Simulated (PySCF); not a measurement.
Compound: C₅H₁₂NPSi₂.
Bonds: C1–C2 (triple), C2–C3, C3–P4, P4–C5, C5–C6 (double), P4–N7, N7–Si8, N7–Si9. Hydrogens: H10 on C1; H11, H12 on C3; H13 on C5; H14, H15 on C6; H16, H17, H18 on Si8; H19, H20, H21 on Si9.

A GFN2-xTB structure with every atom displaced at random (by about 0.01 Å) was refined with PySCF 2.14.0, PBE0-D3(BJ)/def2-SVP geometry optimisation, gas phase. Values at the start:

```tsv
coordinate	start
C1≡C2	1.228 Å
C1–H10	1.021 Å
C2–C3	1.454 Å
C3–P4	1.859 Å
C3–H11	1.102 Å
P4–C5	1.803 Å
P4–N7	1.745 Å
C5=C6	1.331 Å
C5–H13	1.111 Å
C6–H14	1.072 Å
C6–H15	1.088 Å
N7–Si8	1.744 Å
Si8–H16	1.482 Å
Si9–H21	1.437 Å
C1–C2–C3	178.9°
C2–C3–P4	111.3°
C3–P4–C5	101.1°
C3–P4–N7	96.5°
P4–C5–C6	125.0°
P4–N7–Si8	110.3°
P4–N7–Si9	125.6°
C5–P4–N7	100.0°
C2–C3–P4–C5	-82°
C3–P4–C5–C6	40°
C3–P4–N7–Si8	-113°
```

How do these coordinates change at the PBE0-D3(BJ)/def2-SVP level?

| coordinate | PBE0-D3(BJ)/def2-SVP (Å or °) | change |
| --- | --- | --- |
| Si9–H21 | 1.493 | +0.056 |
| C1–H10 | 1.074 | +0.053 |
| C6–H14 | 1.094 | +0.022 |
| C1≡C2 | 1.212 | -0.016 |
| N7–Si8 | 1.760 | +0.016 |
| P4–C5 | 1.818 | +0.015 |
| C3–P4 | 1.873 | +0.014 |
| C5–H13 | 1.098 | -0.013 |
| Si8–H16 | 1.493 | +0.011 |
| C6–H15 | 1.094 | +0.006 |
| C5=C6 | 1.337 | +0.006 |
| C2–C3 | 1.449 | -0.005 |
| P4–N7 | 1.746 | +0.001 |
| C3–H11 | 1.103 | +0.001 |
| C3–P4–N7 | 101.1 | +4.6 |
| P4–N7–Si9 | 122.5 | -3.1 |
| P4–N7–Si8 | 113.1 | +2.8 |
| P4–C5–C6 | 127.7 | +2.7 |
| C2–C3–P4 | 112.3 | +1.0 |
| C1–C2–C3 | 178.1 | -0.8 |
| C5–P4–N7 | 100.7 | +0.7 |
| C3–P4–C5 | 101.7 | +0.6 |
| C3–P4–C5–C6 | 19 | -21 |
| C3–P4–N7–Si8 | -117 | -4 |
| C2–C3–P4–C5 | -80 | +2 |

The energy falls by 0.312 eV over 15 energy and gradient evaluations, the largest force component goes from 0.0791 to 3.2e-04 Eh/bohr, and the atoms move by 0.336 Å rms after alignment. The bond that changes most is Si9–H21 (SiH3 silicon to Si–H hydrogen), which lengthens by 0.056 Å. Bonds longer at the end by more than 0.005 Å: 14 of 20; shorter: 2. Among the dihedrals that turn most is P4–N7–Si9–H21, from -17° to -44°. Rotational constants go from 1452, 658.3, 556.1 to 1454, 645.3, 544.2 MHz.

The run used 198 basis functions and 113 SCF cycles in all.

No PBE0-D3(BJ)/def2-SVP frequencies stand behind this structure, so it isn't proved a minimum. One conformer, not necessarily the lowest.
